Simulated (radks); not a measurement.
Question: In II, configuration [Kr] 4d9.75 5s2 4f0.25 (fractional occupations, a model configuration). All-electron calculation, Dirac Kohn-Sham, SOGGA, spin-unpolarised, spherical densities, point nucleus; open shells fill j = l - 1/2 first. Program: a radial shooting solver on a logarithmic mesh with Libxc functionals. Some entries of the table are withheld. Estimate them.

| orbital | occ. | eigenvalue (Ry) | <r> (bohr) |
|---|---|---|---|
| 1s1/2 | 2 | -2038.304 | 0.02972 |
| 2s1/2 | 2 | -305.7969 | 0.1282 |
| 2p1/2 | 2 | -285.2667 | 0.1085 |
| 2p3/2 | 4 | -269.7801 | 0.1138 |
| 3s1/2 | 2 | -58.65611 | 0.3485 |
| 3p1/2 | 2 | -50.37007 | 0.3395 |
| 3p3/2 | 4 | -47.57260 | 0.3507 |
| 3d3/2 | 4 | -32.90465 | (1) |
| 3d5/2 | 6 | -32.33131 | (2) |
| 4s1/2 | 2 | -9.56166 | 0.8474 |
| 4p1/2 | 2 | -6.85169 | (3) |
| 4p3/2 | 4 | -6.36008 | (4) |
| 4d3/2 | 4 | -2.16753 | 1.158 |
| 4d5/2 | 5.75 | -2.10303 | 1.174 |
| 5s1/2 | 2 | -1.23039 | 2.414 |
| 4f5/2 | 0.25 | (5) | 11.94 |

Answer: 
(1) 3d3/2 <r> (bohr): 0.3224
(2) 3d5/2 <r> (bohr): 0.3259
(3) 4p1/2 <r> (bohr): 0.8999
(4) 4p3/2 <r> (bohr): 0.9302
(5) 4f5/2 eigenvalue (Ry): -0.12439
